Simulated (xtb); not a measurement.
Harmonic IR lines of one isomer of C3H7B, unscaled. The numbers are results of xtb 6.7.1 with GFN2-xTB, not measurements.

```tsv
wavenumber (cm⁻¹)	relative intensity
841	100
953	5.9
1100	3.7
1225	38
1374	4.1
1400	4.9
1469	11
1644	68
2627	59
2651	64
2987	9.5
2994	9.4
3004	15
3017	39
3084	9.3
```

Question: Identify which structure gives these lines.
A) `BC(=C)C`
B) `B/C=C\C`
C) `BC1CC1`
D) `B=C(C)C`

Answer: B, `B/C=C\C`
